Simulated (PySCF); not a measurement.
AsH₂, SMILES [AsH2], multiplicity 2. Coordinates come from a PBE0-D3(BJ)/def2-TZVPD optimisation. The isomer is the one that the SMILES or the coordinates give; other isomers of the formula were not compared.

Computed equilibrium geometry at PBE0-D3(BJ)/def2-TZVPD (PySCF confirms it by a frequency run) as a Z-matrix, and its point group:
point group C2v.
```
As
H 1 1.5263
H 1 1.5263 2 90.77
```
Charge 0, spin multiplicity 2.
